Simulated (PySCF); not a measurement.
Field gradients from PBE0/pcSseg-1 densities (PySCF, non-relativistic) at GFN2-xTB geometries, isolated species, one conformer each; χzz is the principal value of largest magnitude, with Q(14N) = 0.02044 b, Q(17O) = −0.0256 b. GFN2-xTB bond lengths can be off by several hundredths of an ångström, more for odd bonds, and the gradients follow them. The small basis limits the accuracy of the gradients.

(1) These 14N couplings (χzz in MHz, η) are listed in rising order: (-5.527, 0.38); (-4.997, 0.11); (-4.630, 0.16); (-4.274, 0.18); (-2.838, 0.47). Assign them to: N6 (pyridine-type nitrogen) in `[F:1][SiH2:2][n:3]1[cH:4][cH:5][n:6][cH:7]1`; the pyridine-type nitrogen of `[SiH3][SiH2]c1ccccn1`; N1 (nitrile nitrogen) in `[N:1]#[C:2]/[C:3]([CH2:4][F:5])=[N:6]/[SiH3:7]`; N4 (pyrrole-type nitrogen) in `[CH2:1]=[CH:2][CH2:3][n:4]1[n:5][cH:6][cH:7][c:8]1[CH:9]=[O:10]`; the amide nitrogen of `C#C/C=C(\C#C)NC(C)=O`.

(2) These 17O couplings (χzz in MHz, η) are listed in rising order: (-7.876, 0.29); (10.41, 0.11); (10.94, 0.22); (11.97, 0.42). Assign them to: the sulfonyl oxygen of `C[Si](C)(C)CS(=O)(=O)Cl`; the amide oxygen of `C#C/C=C(\C#C)NC(C)=O`; the aldehyde oxygen of `C=CCn1nccc1C=O`; the carbonyl oxygen of `CC(=O)/N=C(C)/C=C\C#N`.

Results:

(1) -5.527 MHz, η 0.38: the pyridine-type nitrogen of `[SiH3][SiH2]c1ccccn1`; -4.997 MHz, η 0.11: N1 (nitrile nitrogen) in `[N:1]#[C:2]/[C:3]([CH2:4][F:5])=[N:6]/[SiH3:7]`; -4.630 MHz, η 0.16: N6 (pyridine-type nitrogen) in `[F:1][SiH2:2][n:3]1[cH:4][cH:5][n:6][cH:7]1`; -4.274 MHz, η 0.18: the amide nitrogen of `C#C/C=C(\C#C)NC(C)=O`; -2.838 MHz, η 0.47: N4 (pyrrole-type nitrogen) in `[CH2:1]=[CH:2][CH2:3][n:4]1[n:5][cH:6][cH:7][c:8]1[CH:9]=[O:10]`.

(2) -7.876 MHz, η 0.29: the sulfonyl oxygen of `C[Si](C)(C)CS(=O)(=O)Cl`; 10.41 MHz, η 0.11: the amide oxygen of `C#C/C=C(\C#C)NC(C)=O`; 10.94 MHz, η 0.22: the carbonyl oxygen of `CC(=O)/N=C(C)/C=C\C#N`; 11.97 MHz, η 0.42: the aldehyde oxygen of `C=CCn1nccc1C=O`.

All sites together:

```
nucleus                                                                                           site  Vzz (au)     η  χzz (MHz)
    14N                     N6 (pyridine-type nitrogen) in [F:1][SiH2:2][n:3]1[cH:4][cH:5][n:6][cH:7]1    -0.964  0.16     -4.630
    14N                                             the pyridine-type nitrogen of [SiH3][SiH2]c1ccccn1    -1.151  0.38     -5.527
    14N                        N1 (nitrile nitrogen) in [N:1]#[C:2]/[C:3]([CH2:4][F:5])=[N:6]/[SiH3:7]    -1.040  0.11     -4.997
    14N  N4 (pyrrole-type nitrogen) in [CH2:1]=[CH:2][CH2:3][n:4]1[n:5][cH:6][cH:7][c:8]1[CH:9]=[O:10]    -0.591  0.47     -2.838
    14N                                                     the amide nitrogen of C#C/C=C(\C#C)NC(C)=O    -0.890  0.18     -4.274
    17O                                                 the sulfonyl oxygen of C[Si](C)(C)CS(=O)(=O)Cl     1.309  0.29     -7.876
    17O                                                       the amide oxygen of C#C/C=C(\C#C)NC(C)=O    -1.731  0.11      10.41
    17O                                                          the aldehyde oxygen of C=CCn1nccc1C=O    -1.991  0.42      11.97
    17O                                                   the carbonyl oxygen of CC(=O)/N=C(C)/C=C\C#N    -1.819  0.22      10.94
```
